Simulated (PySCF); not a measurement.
AlClHI, SMILES [Cl][AlH][I]. Coordinates come from a B3LYP-D3(BJ)/def2-TZVP optimisation. The def2 effective core potentials stand for the cores of I; spin–orbit coupling is left out.

Calculation: B3LYP-D3(BJ)/def2-TZVP (PySCF).

Harmonic wavenumbers (cm⁻¹): 119, 338, 430, 537, 642, 2005. Rotational constants (GHz): 14.82, 1.071, 0.9986; symmetry number 1.

Work out the zero-point energy and the ideal-gas rigid-rotor harmonic-oscillator thermochemistry at 298.15 K and 1 atm.

ZPE = ½ Σ hcν = ½ × 4071 cm⁻¹ = 5.82 kcal/mol. H − E(el) = 9.25 kcal/mol. Entropy in cal/(mol K): translation 41.64, rotation 27.41, vibration 6.15, total 75.19. G − E(el) = -13.17 kcal/mol. Cp = 15.01 cal/(mol K). Modes under 150 cm⁻¹ make the vibrational entropy uncertain.
